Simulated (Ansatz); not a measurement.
Reaction (substitution at a C–C bond): `C#CC(=O)[SiH3]` + H₂Se → `O=C([SiH3])[SeH]` + `C#C`

Gas-phase electronic energies from Ansatz, PBE0-D4/def2-TZVP geometries. CCSD(T)/CBS is the MP2 limit (def2-TZVPP, def2-QZVPP) plus CCSD(T) − MP2 in def2-TZVPP, frozen cores. This one scheme is used for every species. DFT in def2-TZVPP. For Se outer-core shells are correlated without core-valence functions, which leaves a few kJ/mol of doubt a bond. Scalar relativity is left out up to krypton. Each species was taken in one conformer, which may not be the lowest.

`C#CC(=O)[SiH3]`:

```xyz
9

C    -0.809   -2.030    0.976
C    -0.516   -0.863    0.938
C    -0.120    0.516    0.744
O    -0.207    1.347    1.621
Si    0.560    0.952   -1.010
H    -1.078   -3.059    1.039
H     0.902    2.393   -1.025
H    -0.488    0.634   -2.013
H     1.756    0.111   -1.271
```

H₂Se:

Z-matrix (Å, degrees):
```
Se
H 1 1.467
H 1 1.467 2 91.2
```

`O=C([SiH3])[SeH]`:

```xyz
8

O     0.531   -0.099    2.060
C    -0.040    0.145    1.038
Si    0.635   -0.483   -0.653
Se   -1.683    1.208    1.079
H    -0.282   -0.108   -1.756
H     1.965    0.143   -0.844
H     0.760   -1.956   -0.550
H    -1.887    1.151   -0.374
```

`C#C`:

```xyz
4

C     0.166    0.555    0.148
C    -0.166   -0.555   -0.148
H     0.462    1.544    0.412
H    -0.462   -1.544   -0.412
```

CCSD(T)/CBS gives -4.5 kcal/mol.

Task: Another level gave -2.8 kcal/mol. Which?
A. PBE-D4/def2-TZVPP
B. CCSD/def2-TZVPP
C. MP2/def2-TZVPP
D. HF/def2-TZVPP

Result: B. CCSD/def2-TZVPP -2.8, PBE-D4 -5.3, HF/def2-TZVPP 0.0, MP2/def2-TZVPP -4.3 kcal/mol.

Largest T1 diagnostic among the species: 0.016.

From PBE to PBE0 (25 % exact exchange), in def2-TZVPP and without D4, ΔE moves by +1.6 kcal/mol. The D4 term adds −0.7 kcal/mol with B3LYP and −0.3 kcal/mol with PBE0; it sums over pairs of atoms, weighted by their polarisabilities, and B3LYP, whose exchange is more repulsive, gets the larger term. In def2-TZVPP, CCSD(T) changes the Hartree–Fock value by −3.7 kcal/mol (the triples alone add −0.9 kcal/mol) and MP2 by −4.2 kcal/mol.

B3LYP here is the variant with VWN-RPA as its local correlation; programs differ in this.
